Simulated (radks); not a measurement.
Br II, configuration [Ar] 3d10 4s2 4p4 (the NIST ground configuration). All-electron calculation, Dirac Kohn-Sham, PBE, spin-unpolarised, spherical densities, point nucleus; open shells are shared between the two j in proportion to 2j + 1. Program: a radial shooting solver on a logarithmic mesh with Libxc functionals.

Unscreened Slater integrals over Kohn-Sham orbitals (eV). Large and small components are both included.

F0(4p3/2,4p3/2): 12.457
F2(4p3/2,4p3/2): 6.4958
F0(4p3/2,4p1/2): 12.574
G2(4p3/2,4p1/2): 6.5510
F0(4p3/2,4s1/2): 13.543
G1(4p3/2,4s1/2): 8.9042
F0(4p3/2,3d5/2): 16.295
F2(4p3/2,3d5/2): 3.2755
G1(4p3/2,3d5/2): 1.0911
G3(4p3/2,3d5/2): 0.99954
F0(4p1/2,4p1/2): 12.695
F0(4p1/2,4s1/2): 13.699
G1(4p1/2,4s1/2): 9.1031
F0(4p1/2,3d5/2): 16.581
G3(4p1/2,3d5/2): 1.0473
F0(4s1/2,4s1/2): 15.010
F0(4s1/2,3d5/2): 19.175
G2(4s1/2,3d5/2): 1.6470
F0(3d5/2,3d5/2): 42.242
F2(3d5/2,3d5/2): 20.185
F4(3d5/2,3d5/2): 12.690
